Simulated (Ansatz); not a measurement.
Reaction (formal exchange of groups at the Si–O bond): `CO[Si]F` + `CCC` → `CC(C)[Si]F` + CH₃OH

Computed with Ansatz on PBE0-D4/def2-TZVP structures; ΔE is electronic, products minus reactants. CCSD(T)/CBS adds triple-zeta CCSD(T) − MP2 to the extrapolated MP2 energy (def2 sets, frozen cores). This one scheme is used for every species. DFT in def2-TZVPP. One conformer a species, not always the lowest.

```csv
level,ΔE (kJ/mol)
BLYP-D4,187.8
r2SCANh,188.8
RPA@PBE/def2-TZVPP,181.4
CCSD/def2-TZVPP,185.8
```

(1) What does CCSD(T)/CBS give? (An estimate is asked.)

Largest T1 diagnostic among the species: 0.014.

## Answers

(1) Computed: +182.7 kJ/mol. The listed levels differ from it by 5.1, 6.1, -1.3, 3.1 kJ/mol.

Leaving LDA and LC-ωPBE aside and taking each functional with its dispersion term where it has one, the values, not all of them listed here, spread over 20.9 kJ/mol, from revPBE-D4 to CAM-B3LYP-D4. The D4 term adds −6.6 kJ/mol with B3LYP and −3.6 kJ/mol with PBE0; it sums over pairs of atoms, weighted by their polarisabilities, and B3LYP, whose exchange is more repulsive, gets the larger term. In def2-TZVPP, CCSD(T) changes the Hartree–Fock value by −17.1 kJ/mol (the triples alone add −1.7 kJ/mol) and MP2 by −14.0 kJ/mol.

B3LYP here is the variant with VWN-RPA as its local correlation; programs differ in this.
